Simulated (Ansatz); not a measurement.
Cartesian coordinates in Å:
```
F -2.2661 0.0296 1.5686
Si -0.7775 -0.4382 1.2637
Cl -0.6697 -2.3637 1.9241
N -0.4142 -0.3389 -0.3884
Ge 0.7816 0.7964 -1.1785
Cl 2.7089 -0.1610 -1.3201
H 0.1372 0.4321 2.0198
H -0.7795 -1.0584 -0.9970
H 0.9470 2.0212 -0.2798
H 0.3323 1.0808 -2.6125
```

The species carries charge 0 and has multiplicity 1.

(1) List the PBE0/def2-TZVPP orbital energies in eV (Ansatz 0.2.0). (An estimate is asked.)

Answers

(1) Computed: Occupied: -10861.40, -2767.57, -2767.30, -1804.67, -1359.59, -1209.42, -1209.40, -1209.39, -674.04, -391.81, -259.44, -259.14, -197.71, -197.59, -197.58, -197.43, -197.28, -197.28, -172.37, -146.77, -122.21, -122.14, -122.10, -101.48, -101.44, -101.40, -35.08, -35.03, -34.97, -34.91, -34.91, -33.48, -24.49, -23.31, -22.81, -16.29, -15.91, -14.06, -13.10, -13.04, -12.37, -11.39, -11.10, -10.89, -10.62, -9.82, -9.55, -9.19, -9.01, -8.52. Lowest empty: -0.19, 0.08, 0.47, 0.95, 1.38, 1.74, 1.87, 2.54.
